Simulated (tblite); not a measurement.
Start geometry of `C=C(C)[SiH2]C[SiH2]C[SiH3]` from a force field or distance geometry (Å):
```
atom  x, y, z in Å
C1    -3.8000   -0.9961   -0.3627
C2    -2.8578   -0.1152   -0.0533
C3    -2.9914    0.8873    1.0427
Si4   -1.2957   -0.2062   -1.0329
C5     0.1615   -0.3094    0.1228
Si6    1.6207    0.3300   -0.8841
C7     3.1194   -0.6385   -0.3760
Si8    3.9353    0.3333    1.0060
H9    -3.6635   -1.7347   -1.1701
H10   -4.7773   -1.0063    0.1804
H11   -2.0345    1.0393    1.5397
H12   -3.2878    1.8561    0.5566
H13   -3.8130    0.5792    1.7548
H14   -1.2045    1.0647   -1.7406
H15   -1.3356   -1.3394   -1.9727
H16    0.2901   -1.3521    0.4212
H17   -0.0111    0.3244    1.0216
H18    1.2642    0.0869   -2.3065
H19    1.7286    1.7649   -0.5773
H20    2.7941   -1.6057    0.0134
H21    3.7777   -0.7166   -1.2618
H22    2.8928    0.5325    2.0266
H23    5.0765   -0.4069    1.5409
H24    4.3995    1.6482    0.5188
```

Problem. What comes out of this run: tblite 0.8.0, GFN2-xTB geometry optimisation, gas phase?

Solution. 
```
atom  x, y, z in Å
C1    -3.7165   -1.1149   -0.0935
C2    -2.8742   -0.1001    0.0436
C3    -3.0196    0.8735    1.1749
Si4   -1.4322    0.1848   -1.1491
C5     0.2065   -0.1355   -0.2439
Si6    1.7554    0.0128   -1.3286
C7     3.2907   -0.5720   -0.3679
Si8    3.6159    0.2847    1.2932
H9    -3.6278   -1.8212   -0.9019
H10   -4.5334   -1.2856    0.5931
H11   -2.1229    0.8716    1.7937
H12   -3.1454    1.8827    0.7847
H13   -3.8756    0.6320    1.8031
H14   -1.4676    1.5755   -1.6238
H15   -1.5734   -0.7268   -2.2892
H16    0.1745   -1.1304    0.2020
H17    0.2972    0.5631    0.5881
H18    1.6010   -0.8161   -2.5342
H19    1.9377    1.4105   -1.7422
H20    3.2111   -1.6461   -0.1963
H21    4.1654   -0.4375   -1.0045
H22    2.5037    0.0477    2.2178
H23    4.8379   -0.2594    1.8965
H24    3.7798    1.7263    1.0918
```

The energy falls by 13.2 kcal/mol over 150 L-BFGS steps, the largest force on an atom goes from 1.27 to 0.010 eV/Å, and the atoms move by 0.551 Å rms after alignment. Among the bonds, C2–Si4 and Si6–C7 change most and about equally (+0.047 to +0.048 Å). Bonds longer at the end by more than 0.005 Å: 8 of 23; shorter: 10. Among the angles that change most is Si4–C5–Si6, from 104.8° to 114.8°. Among the dihedrals that turn most is H19–Si6–C7–H20, from 142° to -172°. Rotational constants go from 2939, 407.0, 381.6 to 2152, 419.3, 376.6 MHz. The orientation of the end geometry is arbitrary; only internal coordinates are fixed.

Hardware: one thread, Arm Neoverse V1 (aarch64) (shared host). Cost: 1.8 s of wall time.

Its GFN2-xTB frequencies are all real (lowest 17 cm⁻¹). One conformer, not necessarily the lowest.

The numbers are calculated, not measured.
